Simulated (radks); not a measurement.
The nuclear charge of neutral zirconium is varied continuously with 40 electrons held in [Kr] 4d2 5s2. Method: scalar-relativistic Kohn-Sham, LDA (Slater exchange, Perdew-Wang correlation), spin-polarised, spherical densities, finite nucleus; open shells are filled with parallel spins first (spin-orbit coupling, left out, can overturn this in heavy ions); Fermi nuclear charge, rms radius 4.2694 fm; computed with a radial shooting solver on a logarithmic mesh with Libxc functionals. By the Hellmann-Feynman theorem dE/dZ = E(electron-nucleus)/Z, the electronic potential at the nucleus (averaged over a nucleus of fixed radius). The scalar-relativistic energy here is not variational (the density holds large components alone), so the two differ by a part that grows with Z.

| Z | E (hartree) | E(electron-nucleus)/Z (hartree) | HOMO | e(HOMO) (eV) | <r> HOMO (bohr) |
|---|---|---|---|---|---|
| 39.8 | -3551.33693 | -215.009 | 4d | -2.507 | 2.403 |
| 40 | -3594.57499 | -216.483 | 4d | -4.146 | 2.263 |
| 40.2 | -3638.10937 | -217.956 | 5s | -5.525 | 3.640 |
| 40.4 | -3681.93975 | -219.427 | 5s | -6.903 | 3.505 |
| 40.6 | -3726.06589 | -220.897 | 5s | -8.364 | 3.383 |
| 40.8 | -3770.48762 | -222.366 | 5s | -9.904 | 3.273 |
| 41 | -3815.20485 | -223.835 | 5s | -11.519 | 3.173 |

The central difference of E at Z = 40 is -216.931 hartree, to compare with the third column; the second derivative is -7.41 hartree.
